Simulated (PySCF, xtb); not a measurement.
Si(F)2(H)(NHMe) (CH5F2NSi), SMILES [SiH](F)(F)NC. One conformer was computed; it need not be the lowest.

Harmonic wavenumbers (cm⁻¹) from GFN2-xTB (xtb) at its own minimum, in rising order: 75, 153, 157, 199, 294, 335, 494, 670, 681, 777, 881, 897, 1070, 1112, 1173, 1369, 1424, 1486, 1497, 2412, 2928, 2989, 3040, 3452.

### Question
What does PBE0-D3(BJ)/def2-SVP (PySCF 2.14.0) give at its own minimum? (Estimate from the structure and the level; the computed values follow.)

### Answer
51, 134, 191, 293, 300, 407, 459, 792, 804, 865, 931, 961, 1100, 1143, 1186, 1412, 1455, 1465, 1504, 2333, 3027, 3104, 3139, 3641. Paired by order, the mean absolute difference is 62 cm⁻¹ and the zero-point energies are 42.3 and 43.9 kcal/mol.
